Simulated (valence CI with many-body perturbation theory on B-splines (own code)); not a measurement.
Questions on Lu38+

Calculated by valence CI with perturbative core correlation (CI+MBPT): five valence electrons over a frozen Dirac-Fock core [Ar] 3d10, a basis of 9 s, 9 p, 8 d, 6 f, 3 g, 1 h functions for each j, with the one-electron correlation potential Σ1, the two-electron term Σ2, the three-electron term Σ3, Breit, model QED; selected CI, second order for the rest, scaled by the run's own slope (own B-spline code, finite nucleus).

No measured spectrum was set against this ion. As an estimate, large intervals hold to a few tenths of a per cent, small ones and those within an open d or f shell to about a per cent. Among the levels kept, up to 770 cm⁻¹ of a level comes from second order outside the variational space, and about a tenth of that is noise between levels of different J, which matters for small intervals.

Levels are named by their leading jj configuration (3d3/2^4 stands for four electrons in 3d with j = 3/2), which in mixed levels can hold well under half, so a name can repeat and another be missing.

Rates and lifetimes use the calculated energies. Strong lines usually hold to 10 to 20 %, long lifetimes can be off by a factor of two.

(1) What is the ground level?

(2) Among levels below 2532800 cm⁻¹, which E1 lines absorb most strongly from the ground level?

(3) How well does LS coupling describe the low levels?

(4) What is the ionisation energy?

(5) Where does the other parity begin?

Results:

(1) (4s^2 4p1/2^2 4p3/2) J=3/2, composition 46 % 4s2 4p3 2P° + 27 % 4s2 4p3 4S° + 26 % 4s2 4p3 2D°, g = 1.372.

(2) to (4s^2 4p1/2 4p3/2 4d3/2) J=5/2 at 5.345 nm, f = 0.683; to (4s^2 4p1/2 4p3/2 4d3/2) J=3/2 at 5.327 nm, f = 0.633; to (4s^2 4p1/2^2 4d5/2) J=5/2 at 7.296 nm, f = 0.311.

(3) Among the lowest 20 levels the leading LS term, summed over configurations, holds 52 % on average. For single configurations the figures are 49 % in LS and 87 % in jj coupling. Terms mix most in the J = 5/2 level at 1370600 cm⁻¹, where the leading one holds 27 %.

(4) 1748.9 eV; NIST lists 1747 ± 4 eV (theoretical).

(5) At (4s^2 4p1/2^2 4d3/2) J=3/2, 1152800 cm⁻¹.
